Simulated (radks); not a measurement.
Values are calculated unless marked as measured or tabulated.
Problem. Species: the neodymium ion Nd3+. Configuration: [Xe] 4f3. Code: a radial shooting solver on a logarithmic mesh with Libxc functionals. Model: Dirac Kohn-Sham, exchange-only B88, spin-unpolarised, spherical densities, point nucleus; open shells fill j = l - 1/2 first.

Spin-orbit splittings of the eigenvalues, e(l+1/2) - e(l-1/2), with zeta = 2 splitting/(2l+1) and mean radii in bohr:

shell  occ.  splitting (eV)  zeta (eV)  <r> j=l-1/2  <r> j=l+1/2
2p        6           520.2      346.8      0.08421      0.09063
3p        6           103.8      69.21       0.2557       0.2681
3d       10           22.44      8.975       0.2395       0.2434
4p        6           22.66      15.11       0.6224       0.6504
4d       10           4.023      1.609       0.6978       0.7078
4f        3               ?          ?       0.9728       0.9827
5p        6           3.375      2.250        1.598        1.675
5d        0          0.3469     0.1388        2.284        2.317

Estimate the 4f splitting.

Solution. 0.4603 eV (zeta = 0.1315 eV).
